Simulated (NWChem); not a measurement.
Species: BSiH$_{4}$O$_{2}$F; SMILES OB(F)O[SiH3]

```xyz
9

B      0.0291     0.9609     0.1119
F      0.7032     2.0606     0.4540
O     -1.1765     1.0684    -0.5000
H     -1.4478     1.9813    -0.6377
O      0.5674    -0.2453     0.3851
Si    -0.0096    -1.7926     0.0923
H     -1.3017    -2.0054     0.8053
H      1.0184    -2.7323     0.6144
H     -0.1962    -2.0056    -1.3717
```
Atoms are numbered in this order, from 1.

Level: PBE0/def2-SVP (NWChem), optimised geometry, unscaled harmonic frequencies. 

```json
[
 {"frequency (cm⁻¹)": "74", "IR intensity (km/mol)": "0.0"},
 {"frequency (cm⁻¹)": "100", "IR intensity (km/mol)": "4.0"},
 {"frequency (cm⁻¹)": "104", "IR intensity (km/mol)": "2.5"},
 {"frequency (cm⁻¹)": "403", "IR intensity (km/mol)": "20.9"},
 {"frequency (cm⁻¹)": "470", "IR intensity (km/mol)": "15.8"},
 {"frequency (cm⁻¹)": "527", "IR intensity (km/mol)": "107.3"},
 {"frequency (cm⁻¹)": "674", "IR intensity (km/mol)": "30.8"},
 {"frequency (cm⁻¹)": "704", "IR intensity (km/mol)": "22.2"},
 {"frequency (cm⁻¹)": "732", "IR intensity (km/mol)": "103.2"},
 {"frequency (cm⁻¹)": "767", "IR intensity (km/mol)": "68.6"},
 {"frequency (cm⁻¹)": "948", "IR intensity (km/mol)": "73.6"},
 {"frequency (cm⁻¹)": "950", "IR intensity (km/mol)": "79.8"},
 {"frequency (cm⁻¹)": "968", "IR intensity (km/mol)": "244.7"},
 {"frequency (cm⁻¹)": "1001", "IR intensity (km/mol)": "160.5"},
 {"frequency (cm⁻¹)": "1043", "IR intensity (km/mol)": "74.5"},
 {"frequency (cm⁻¹)": "1438", "IR intensity (km/mol)": "437.0"},
 {"frequency (cm⁻¹)": "1503", "IR intensity (km/mol)": "716.5"},
 {"frequency (cm⁻¹)": "2252", "IR intensity (km/mol)": "64.9"},
 {"frequency (cm⁻¹)": "2255", "IR intensity (km/mol)": "133.6"},
 {"frequency (cm⁻¹)": "2274", "IR intensity (km/mol)": "110.0"},
 {"frequency (cm⁻¹)": "3925", "IR intensity (km/mol)": "116.1"}
]
```

| Quantity | Result |
|---|---|
| zero-point energy | 33.0 kcal/mol |
| thermal correction to the enthalpy at 298.15 K (with zero-point energy) | 37.7 kcal/mol |
| heat capacity Cv | 21.1 cal/(mol K) |
| entropy at 298.15 K and 1 atm (symmetry number 1) | 80.8 cal/(mol K) |
| dipole moment | 1.49 D |

Rigid rotor and harmonic oscillator; modes under 100 cm⁻¹ make the entropy uncertain.
